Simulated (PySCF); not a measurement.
**Spin states of GeSb**

Unrestricted PBE0; basis Ge cc-pVDZ-PP with ECP10, Sb cc-pVDZ-PP with ECP28; scalar-relativistic core potentials; PySCF 2.14. Outer shells of the fragments: Ge 3d10 4s2 4p2; Sb 4d10 5s2 5p3.

Followed along the bond (rough minima from three points):

| 2Ms+1 | unpaired | ⟨S²⟩ at the start | R at minimum (Å) | Te (eV) |
| --- | --- | --- | --- | --- |
| 2 | π ↑ | 0.78 | 2.46 | 0.00 |
| 2 | σ ↑ | 0.85 | 2.35 | 0.30 |
| 4 | σ ↑, π ↑↑ | 3.76 | 2.58 | 1.57 |
| 4 | π ↑↑↑ | 3.76 | none in the scan | ≤ 1.07 |
| 2 | π ↑↑↓ | 1.76 | none in the scan | ≤ 1.41 |

Solutions found at the starting distance of 2.525 Å, counted from the lowest of them; the search is not exhaustive and high or unbound solutions are not listed, so other states can lie among these:

```tsv
2Ms+1	unpaired	term	E (eV)	⟨S²⟩	⟨Lz²⟩	μ (D)
2	π ↑	²Π	0.00	0.78	1.00	-0.63
2	σ ↑	²Σ⁺	0.51	0.85	0.00	-0.64
4	π ↑↑↑	⁴Π	1.24	3.76	1.00	0.42
4	σ ↑, π ↑↑	mixed	1.57	3.76	2.01	-0.01
2	π ↑↑↓	mixed	1.59	1.76	3.02	0.40
2	σ ↓, π ↑↑	mixed	1.99	1.77	2.01	0.06
4	σ ↑, π ↑↑	mixed	2.03	3.76	2.01	-0.35
2	σ ↓, π ↑↑	mixed	2.46	1.76	2.01	-0.30
6	σ ↑, π ↑↑↑↑	⁶Σ⁺	2.60	8.75	0.00	2.08
2	π ↑	mixed	2.72	0.75	3.01	0.40
```

A term symbol is given only where ⟨S²⟩ and ⟨Lz²⟩ are close to those of a pure state; real π, δ and φ orbitals otherwise mix terms. A positive dipole means Ge(−)Sb(+).

Question: Compare the gap between the two lowest followed solutions at the starting distance with the gap between their minima.

Answer: At PBE0 the second solution (doublet, unpaired electrons σ ↑) lies +0.51 eV from the first (doublet, unpaired electrons π ↑) at 2.525 Å and +0.30 eV at the minima; the two curves relax by different amounts, since their minima lie near 2.35 and 2.46 Å.

Spin–orbit coupling is left out. Counting both spins, an empty level lies below a filled one in some of these solutions, because spin and occupation are held.
